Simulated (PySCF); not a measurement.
1,2,4-triazole cation (C₂H₃N₃), SMILES n1cnc[nH]1 (connectivity only; charge and spin as stated), charge +1, multiplicity 2.

Geometry optimised at PBE0-D3(BJ)/def2-SVP. The spin state was assumed, not searched.

Two levels are set side by side: PBE/def2-TZVP (PySCF) and CAM-B3LYP/def2-TZVP (PySCF). Same geometry, gas phase. Differences are taken from unrounded values.

| quantity | CAM-B3LYP |
|---|---|
| α-spin orbital gap (eV) | 10.84 |
| β-spin orbital gap (eV) | 5.61 |
| mean polarisability (bohr³) | 41.6 |

Question: What does PBE give, and how far is it from CAM-B3LYP? (The exact figures need the calculation; the answer reports its results.)

Answer: 
| quantity | PBE | PBE minus CAM-B3LYP |
|---|---|---|
| α-spin orbital gap (eV) | 6.09 | -4.74 |
| β-spin orbital gap (eV) | 1.02 | -4.59 |
| mean polarisability (bohr³) | 38.8 | -2.8 |

Rough cost on one machine, each run with all the roots and properties that it gave: CAM-B3LYP against PBE within a factor of 2.
